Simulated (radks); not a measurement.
All-electron atom: C+ in [He] 2s1.5 2p1 3d0.5 (fractional occupations, a model configuration).

Method: non-relativistic Kohn-Sham, LDA (Slater exchange, Perdew-Wang correlation), spin-polarised, spherical densities, point nucleus; open shells are filled with parallel spins first; computed with a radial shooting solver on a logarithmic mesh with Libxc functionals.

Energy parts (hartree):
| part | energy |
|---|---|
| total | -36.61185 |
| kinetic | 36.42343 |
| electron-nucleus | -82.73837 |
| Hartree | 13.99277 |
| exchange-correlation | -4.28968 |

Orbitals (lengths in bohr, moments of r in powers of bohr):
orbital  occ.  eigenvalue (hartree)     <r>
1s up       1             -10.74575  0.2727
1s down     1             -10.70477  0.2719
2s up       1              -1.13343   1.412
2s down   0.5              -1.01817   1.453
2p up       1              -0.82299   1.394
2p down     0              -0.70916   1.461
3s up       0              -0.26186   4.414
3s down     0              -0.23300   4.632
3p up       0              -0.20204   4.958
3p down     0              -0.17638   5.300
3d up     0.5              -0.14031   5.376
3d down     0              -0.11983   5.955
4d up       0              -0.05941   11.31
4d down     0              -0.05278   12.46
4f up       0              -0.05454   10.23
4f down     0              -0.04921   11.19

The highest occupied level is 3d up at -3.818 eV. The configuration is held as typed, so some empty levels lie below it. Spin moment in Bohr magnetons: 2. The density falls to 0.001 e/bohr^3 at r = 3.31 bohr. The spin density at the nucleus is 1.913 e/bohr^3 (1s -0.174, 2s 2.086), a Fermi contact field of 100 T. Summed over all electrons, <r^2> = 23.08 bohr^2, which gives a Langevin (diamagnetic) susceptibility term of -18.3 x 10^-6 cm^3/mol. The electron density at the nucleus is 125.8 e/bohr^3.
